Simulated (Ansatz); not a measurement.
Input:

```yaml
crystal:
  periodic: [false, false, false]
  atoms:
    - { symbol: Ta, position_ang: [0.0, 0.0, 0.0] }
    - { symbol: F, position_ang: [2.18, 0.0, 0.0] }
    - { symbol: Cl, position_ang: [0.0, 0.0, 2.47] }
    - { symbol: "N", position_ang: [0.0, 0.0, -2.16] }
    - { symbol: H, position_ang: [-0.6116, -0.6845, -2.69] }
    - { symbol: H, position_ang: [0.6116, 0.6845, -2.69] }
    - { symbol: "N", position_ang: [-1.08, 1.8706, 0.0] }
    - { symbol: H, position_ang: [-1.6414, 2.1584, 0.8518] }
    - { symbol: H, position_ang: [-1.0486, 2.5007, -0.8518] }
    - { symbol: F, position_ang: [-0.965, -1.6714, 0.0] }
    - { symbol: F, position_ang: [3.62, 0.0, 0.0] }
magnetization:
  spin_polarized: true
  initial_magnetization: 1
basis:
  gaussian: { orbitals: def2-SVP }
hamiltonian:
  xc: pbe
relax:
  f_tol: 0.15
  max_steps: 25
  restrain:
    - { distance: [1, 10], at: 2.34, k: 30.0 }
    - { distance: [0, 1], at: 1.93, k: 30.0 }
```

Command:

```bash
$ ansatz run input.yaml --threads 4 --pin off --max-ram 5120MiB --backend cpu --events-out ev --progress --plain --runs-dir out
```

Hardware: 4 threads of Arm Neoverse V2 (shared host).

**Question.** Roughly how long does this run take, and how much memory?

**Answer.** 100 s, with a peak of 0.44 GiB, for 20 ionic steps.
